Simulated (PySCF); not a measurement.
# An isoelectronic set: 55 electrons

PBE in PySCF with x2c-SVPall on every atom, spin-free X2C, for the lowest determinant that a PBE0 search found; no spin–orbit coupling. All have 55 electrons, 7 of them in the valence shells, and the same state, a quartet (σ ↑, π ↑↑). For ions De leads to the atom and ion picked by measured ionisation energies and electron affinities.

```json
{"species": "InC", "difference of nuclear charges": "43", "Re (Å)": "2.217", "ωe (cm⁻¹)": "467", "k (mdyn/Å)": "1.39", "De (eV)": "3.23", "dissociates to": "In + C", "Mayer bond order": "1.26"}
{"species": "SnB", "difference of nuclear charges": "45", "Re (Å)": "2.203", "ωe (cm⁻¹)": "544", "k (mdyn/Å)": "1.76", "De (eV)": "3.10", "dissociates to": "Sn + B", "Mayer bond order": "1.85"}
{"species": "BeSb", "difference of nuclear charges": "47", "Re (Å)": "2.417", "ωe (cm⁻¹)": "448", "k (mdyn/Å)": "0.990", "De (eV)": "1.32", "dissociates to": "Be + Sb", "Mayer bond order": "1.27"}
{"species": "SnC⁺", "difference of nuclear charges": "44", "Re (Å)": "2.150", "ωe (cm⁻¹)": "564", "k (mdyn/Å)": "2.04", "De (eV)": "3.14", "dissociates to": "Sn⁺ + C", "Mayer bond order": "1.50"}
```

Task: Which member of the whole set has the stiffest bond, and how does it compare with the softest?

Result: SnC⁺ with k = 2.04 mdyn/Å, 2.1 times that of BeSb.

Spin–orbit coupling is left out, which matters for elements this heavy, above all for dissociation energies. For an ion De counts to the pair picked by the measured ionisation energies or electron affinities, which need not be the lowest pair at this level. States were picked by a PBE0 search and need not be the measured ground states.
